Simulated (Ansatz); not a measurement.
Born–Oppenheimer molecular dynamics of CH₄ClGa (7 atoms, charge 0, multiplicity 1). It starts at the highest image of a converged band. Of that band: Neighbouring images differ by up to 3.1 eV, so the band resolves the path poorly. A vibrational analysis at the climbing image gives one clearly imaginary mode, 1328i cm⁻¹: a first-order saddle point.

These are results of Ansatz, RKS B3LYP-D4/def2-SVP, not measurements.

| Quantity | Value |
| --- | --- |
| ensemble | NVE (velocity Verlet) |
| time step | 0.5 fs |
| steps asked | 200 |
| starting velocities drawn for | 100 K |
| seed | 3301 |

First frame:

```xyz
7
Properties=species:S:1:pos:R:3
Ga 0.502 -0.087 -0.544
C 1.140 -0.024 1.646
H 0.424 -0.727 2.107
H 2.160 -0.261 1.986
H 0.895 1.018 1.913
H 1.908 -0.414 -0.032
Cl -1.552 0.495 -0.272
```

(1) How far do the bonds stretch over the last three quarters of this one trajectory? (Pairs bonded in most of those frames.)

## Answers

(1) 
```tsv
bond	mean (Å)	spread (Å)	shortest	longest
Ga1–C2	2.040	0.154	1.80	2.25
Ga1–H6	1.717	0.155	1.38	2.02
Ga1–Cl7	2.299	0.100	2.11	2.43
C2–H3	1.108	0.023	1.07	1.15
C2–H4	1.107	0.013	1.08	1.13
C2–H5	1.107	0.012	1.09	1.14
```

Pairs bonded in part of these frames only: Ga1–H6 90 %.

Mean temperature of the second half: 2544 K. The conserved energy stayed within 0.33 meV per atom of its start (net change 0.12 meV per atom), so the integration is sound. The kinetic energy rose, since the run started high on the potential surface and went downhill. A run of 0.1 ps of so small a system gives no equilibrium averages. The orbitals stay closed-shell, which can raise the energy where a bond breaks towards radicals; this wasn't checked here.

The run took 6.1 min on 2 threads of Arm Neoverse V1, with other jobs on the host, peak memory 0.17 GiB.
